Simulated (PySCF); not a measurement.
Reading a saddle point

A first-order saddle point of BSiH5OF2, closed shell, PBE0-D4/def2-TZVP, with one imaginary mode of 1347i cm⁻¹:

B1  (-0.170, 0.251, -0.963)
O2  (1.117, 1.103, -0.879)
F3  (-0.059, -0.725, -1.872)
F4  (-1.268, 1.036, -1.004)
H5  (0.830, 0.481, 0.111)
Si6  (-0.226, -0.825, 1.054)
H7  (0.877, 2.034, -0.766)
H8  (0.797, -1.882, 1.267)
H9  (-0.360, -0.016, 2.297)
H10  (-1.537, -1.458, 0.756)
(Å)

Computed with PySCF 2.14 with density fitting (its default auxiliary sets; JK sets also for MP2 and CCSD(T)) (basis: def2-TZVPP and def2-QZVPP); correlated methods freeze the cores. Extrapolation: Hartree–Fock as exp(−7.88 √X), correlation as X^−2.97.

(1) Which contacts change along the imaginary mode, and what lies on either side? (Judge from chemistry; the calculation decides.)

(2) Which side is lower, and how far does the saddle lie above each? (To be estimated.)

The T1 diagnostic stays at or below 0.014.

Answers

(1) By the calculation: The step is BHOF₂ ([OH][B]([F])[F]) + SiH₄ → BSiH₃F₂ ([F][B]([F])[SiH3]) + H₂O, with the molecules in contact on both sides. Shortening one way: B1–Si6, O2–H5; lengthening the same way: B1–O2, H5–Si6.
| pair | one side (Å) | saddle (Å) | other side (Å) |
| --- | --- | --- | --- |
| B1–Si6 | 3.74 | 2.29 | 2.04 |
| O2–H5 | 3.09 | 1.20 | 0.97 |
| B1–O2 | 1.35 | 1.55 | 1.89 |
| H5–Si6 | 1.49 | 1.93 | 3.66 |

(2) The calculation gives: The side with B1–O2, H5–Si6 short is lower by 130.3 kJ/mol; the saddle lies 254.8 kJ/mol above it and 124.5 kJ/mol above the other (CCSD(T) at an estimated basis limit (MP2 extrapolated from triple and quadruple zeta, plus CCSD(T) − MP2 in triple zeta); electronic energies).

Labels in which every atom is bracketed show which atoms are joined, not bond orders.

For scale, one of the runs: CCSD(T)/def2-TZVPP, 236 basis functions, launched by `OMP_NUM_THREADS=4 python run.py`. Time: 24 min of wall clock on 4 CPU threads of an Intel Xeon; the host was shared. Peak host memory: 5.2 GiB.
